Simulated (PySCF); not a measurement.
# Hg⁷¹⁺: fine-structure interval

Hg⁷¹⁺ [He] 2s2 2p5 [2p1/2^2 2p3/2^3, M_J = 3/2] → Hg⁷¹⁺ [He] 2s2 2p5 [2p1/2^1 2p3/2^4, M_J = 1/2], as a difference of total energies. Calculation: PySCF 2.14, in an uncontracted even-tempered set (16 s from 59 bohr⁻², ratio 2.4; 13 p from 76 bohr⁻², ratio 2.4; 5 d from 260 bohr⁻², ratio 2.6; 4 f from 390 bohr⁻², ratio 2.6); the two-component X2C-1e Hamiltonian. Correlated levels: nothing frozen; the 26 highest virtual spinors dropped. "Screened" scales the spin-orbit matrix elements by Boettger's factors to mimic the two-electron term; Breit and QED terms are absent.

```csv
method,fine-structure interval (cm⁻¹)
GHF (screened spin-orbit),16268000
GMP2 (screened spin-orbit),16270000
GHF (bare spin-orbit),16747000
```
